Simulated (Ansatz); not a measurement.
Two isomers of C2H9AlSi: A = `C[SiH2][CH2][AlH2]`, B = `C[SiH](C)[AlH2]`.

Calculated with Ansatz (gas phase, PBE0-D4/def2-TZVP geometries, no zero-point term in ΔE). CCSD(T)/CBS is the MP2 limit (def2-TZVPP, def2-QZVPP) plus CCSD(T) − MP2 in def2-TZVPP, frozen cores. Functionals use def2-TZVPP. B3LYP here is the variant with VWN-RPA as its local correlation; programs differ in this. One conformer a species, not always the lowest.

A:

```xyz
13

C    -1.016   -0.777    1.403
Si   -0.949   -0.405   -0.431
C     0.817   -0.194   -1.007
Al    1.587    1.489   -0.408
H    -0.500   -1.714    1.625
H    -0.537    0.014    1.986
H    -2.049   -0.871    1.745
H    -1.708    0.857   -0.695
H    -1.646   -1.487   -1.184
H     1.393   -1.044   -0.621
H     0.840   -0.237   -2.101
H     1.724    2.709   -1.415
H     2.044    1.660    1.104
```

B:

```xyz
13

C     1.6830    0.6392   -0.1575
Si   -0.1588    0.4136    0.1697
C    -1.0693    0.1133   -1.4526
Al   -0.6252   -1.3136    1.8621
H     2.2239    0.8567    0.7663
H     2.1181   -0.2631   -0.5945
H     1.8532    1.4655   -0.8529
H    -0.6747    1.7014    0.7426
H    -0.9001    0.9393   -2.1486
H    -0.7252   -0.8065   -1.9322
H    -2.1455    0.0223   -1.2897
H    -2.0037   -2.1143    1.8741
H     0.4242   -1.6538    3.0131
```

Which isomer does CCSD(T)/CBS put lower? Give the gap. (Estimate.)

Computed: A, by 5.0 kcal/mol.

Give E(B) − E(A) in kcal/mol with B3LYP-D4, CCSD/def2-TZVPP, ωB97M-V, PBE0-D4, MP2/def2-TZVPP, B3LYP, CCSD(T)/def2-TZVPP. (Estimate.)

The calculation gave: B3LYP-D4 4.4, CCSD/def2-TZVPP 4.7, ωB97M-V 6.4, PBE0-D4 2.8, MP2/def2-TZVPP 6.6, B3LYP 3.9, CCSD(T)/def2-TZVPP 4.8. None reverses the order clearly.

Largest T1 diagnostic: 0.010.

From PBE to PBE0 (25 % exact exchange), in def2-TZVPP and without D4, E(B) − E(A) moves by +0.8 kcal/mol.
